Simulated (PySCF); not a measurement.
Harmonic spectrum computed at PBE0 in the def2-SVP basis family (core potentials from Rb on, PySCF, no spin–orbit coupling):

```json
{"ω (cm⁻¹)": "91", "IR (km/mol, summed over degenerate members)": "80.8", "degeneracy": "2"}
{"ω (cm⁻¹)": "149", "IR (km/mol, summed over degenerate members)": "228", "degeneracy": "1"}
{"ω (cm⁻¹)": "253", "IR (km/mol, summed over degenerate members)": "20.9", "degeneracy": "2"}
{"ω (cm⁻¹)": "270", "IR (km/mol, summed over degenerate members)": "38.3", "degeneracy": "1"}
{"ω (cm⁻¹)": "672", "IR (km/mol, summed over degenerate members)": "23.8", "degeneracy": "1"}
{"ω (cm⁻¹)": "702", "IR (km/mol, summed over degenerate members)": "245", "degeneracy": "2"}
{"ω (cm⁻¹)": "851", "IR (km/mol, summed over degenerate members)": "53.6", "degeneracy": "1"}
{"ω (cm⁻¹)": "867", "IR (km/mol, summed over degenerate members)": "227", "degeneracy": "2"}
{"ω (cm⁻¹)": "3885", "IR (km/mol, summed over degenerate members)": "289", "degeneracy": "2"}
{"ω (cm⁻¹)": "3889", "IR (km/mol, summed over degenerate members)": "0.7", "degeneracy": "1"}
```

Question: Which molecule gave it? In each, all ligands are bound to the one heavy central atom.
A. Ge(OH)₃ (doublet)
B. Si(OH)₃ (doublet)
C. As(OH)₃ (singlet)
D. Sb(OH)₃ (singlet)

Answer: A. It has C3 symmetry with Ge–O 1.780 Å (×3), O–H 0.965 Å (×3).
